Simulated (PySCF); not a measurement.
FH4O4Si, charge -1. Atoms are numbered in the order given.

```xyz
10

O     -0.8656     0.1465     1.4571
Si     0.0146    -0.0394     0.0000
O     -0.8656     0.1465    -1.4571
O     -0.1938    -1.7818     0.0000
O      1.7040    -0.2418     0.0000
H     -0.8674     1.0847     1.6618
H     -0.8674     1.0847    -1.6618
H     -1.1224    -2.0144     0.0000
H      1.8546    -1.1907     0.0000
F      0.2851     1.7146     0.0000
```
Charge -1, spin multiplicity 1.

Coordinates come from a PBE0-D3(BJ)/def2-SVPD optimisation. Other conformers were not sampled.

The numbers are results of B3LYP/def2-SVPD run with PySCF, not measurements.

Symmetry labels are those of the subgroup Cs that the program uses (full group Cs).

Computed valence orbital energies around the gap with their symmetry:
```tsv
orbital	symmetry	energy (eV)
HOMO−7	A'	-4.75
HOMO−6	A'	-4.47
HOMO−5	A'	-4.34
HOMO−4	A"	-4.30
HOMO−3	A"	-4.16
HOMO−2	A'	-4.09
HOMO−1	A"	-3.38
HOMO	A"	-3.14
LUMO	A'	3.72
LUMO+1	A'	4.78
LUMO+2	A"	5.04
LUMO+3	A'	5.08
```
